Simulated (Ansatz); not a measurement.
Geometry optimisation, RKS PBE/def2-SVP (Ansatz).

input.yaml

```yaml
crystal:
  periodic: [false, false, false]
  atoms:
    - { symbol: Sn, position_ang: [0.0, 0.0, 0.0] }
    - { symbol: C, position_ang: [0.0, 0.0, 2.15] }
    - { symbol: H, position_ang: [-0.9996, -0.3092, 2.5205] }
    - { symbol: H, position_ang: [0.7676, -0.7111, 2.5205] }
    - { symbol: H, position_ang: [0.232, 1.0203, 2.5205] }
    - { symbol: C, position_ang: [2.0274, 0.0, -0.716] }
    - { symbol: H, position_ang: [2.3751, -1.0463, -0.8441] }
    - { symbol: H, position_ang: [2.076, 0.5276, -1.6913] }
    - { symbol: H, position_ang: [2.6794, 0.5187, 0.0175] }
    - { symbol: C, position_ang: [-1.0126, 1.7544, -0.716] }
    - { symbol: H, position_ang: [-2.0653, 1.5008, -0.9603] }
    - { symbol: H, position_ang: [-0.9943, 2.5391, 0.069] }
    - { symbol: H, position_ang: [-0.5023, 2.131, -1.6269] }
    - { symbol: O, position_ang: [-0.9232, -1.5994, -0.6527] }
    - { symbol: H, position_ang: [-1.3778, -2.065, 0.1197] }
basis:
  gaussian: { orbitals: def2-SVP }
hamiltonian:
  xc: pbe
relax:
  f_tol: 0.02
  max_steps: 40
output:
  orbitals: {}
```

Command:

```bash
$ ansatz run input.yaml --threads 4 --pin off --max-ram 5120MiB --backend cpu --events-out ev --progress --plain --runs-dir out
```

Where does it end, and by what steps?

It converged. The force dipped under the threshold on the way, but the program's further checks kept it going. After 20 steps the energy has fallen by 0.152 eV; H13 moved furthest, 0.73 Å.

```json
{"step": "0", "energy less start (eV)": "0.0000", "largest force component (eV/Å)": "1.891", "accepted": "yes"}
{"step": "1", "energy less start (eV)": "-0.0995", "largest force component (eV/Å)": "0.389", "accepted": "yes"}
{"step": "2", "energy less start (eV)": "-0.1222", "largest force component (eV/Å)": "0.122", "accepted": "yes"}
{"step": "3", "energy less start (eV)": "-0.1285", "largest force component (eV/Å)": "0.114", "accepted": "yes"}
{"step": "4", "energy less start (eV)": "-0.1386", "largest force component (eV/Å)": "0.100", "accepted": "yes"}
{"step": "5", "energy less start (eV)": "-0.1444", "largest force component (eV/Å)": "0.060", "accepted": "yes"}
{"step": "6", "energy less start (eV)": "-0.1050", "largest force component (eV/Å)": "1.790", "accepted": "no"}
{"step": "7", "energy less start (eV)": "-0.1470", "largest force component (eV/Å)": "0.010", "accepted": "yes"}
{"step": "8", "energy less start (eV)": "-0.1458", "largest force component (eV/Å)": "0.473", "accepted": "no"}
{"step": "9", "energy less start (eV)": "-0.1481", "largest force component (eV/Å)": "0.009", "accepted": "yes"}
{"step": "10", "energy less start (eV)": "-0.1489", "largest force component (eV/Å)": "0.067", "accepted": "yes"}
{"step": "11", "energy less start (eV)": "-0.1490", "largest force component (eV/Å)": "0.161", "accepted": "yes"}
{"step": "12", "energy less start (eV)": "-0.1501", "largest force component (eV/Å)": "0.073", "accepted": "yes"}
{"step": "13", "energy less start (eV)": "-0.1508", "largest force component (eV/Å)": "0.071", "accepted": "yes"}
{"step": "14", "energy less start (eV)": "-0.1514", "largest force component (eV/Å)": "0.071", "accepted": "yes"}
{"step": "15", "energy less start (eV)": "-0.1517", "largest force component (eV/Å)": "0.069", "accepted": "yes"}
{"step": "16", "energy less start (eV)": "-0.1520", "largest force component (eV/Å)": "0.042", "accepted": "yes"}
{"step": "17", "energy less start (eV)": "-0.1522", "largest force component (eV/Å)": "0.011", "accepted": "yes"}
{"step": "18", "energy less start (eV)": "-0.1524", "largest force component (eV/Å)": "0.022", "accepted": "yes"}
{"step": "19", "energy less start (eV)": "-0.1524", "largest force component (eV/Å)": "0.027", "accepted": "yes"}
{"step": "20", "energy less start (eV)": "-0.1525", "largest force component (eV/Å)": "0.007", "accepted": "yes"}
```

```xyz
15
Properties=species:S:1:pos:R:3
Sn 0.078 0.056 0.074
C -0.009 -0.027 2.248
H -1.056 -0.119 2.596
H 0.570 -0.899 2.609
H 0.428 0.898 2.674
C 2.108 0.041 -0.674
H 2.470 -1.005 -0.690
H 2.134 0.447 -1.704
H 2.770 0.647 -0.027
C -1.101 1.710 -0.710
H -2.156 1.630 -0.384
H -0.687 2.670 -0.343
H -1.062 1.701 -1.816
O -0.631 -1.689 -0.683
H -1.575 -1.797 -0.461
```

Whether the end is a true minimum wasn't checked by a vibrational analysis.

Time of the run: 33 s on 4 threads of Arm Neoverse V1 (shared host), peak memory 0.18 GiB.
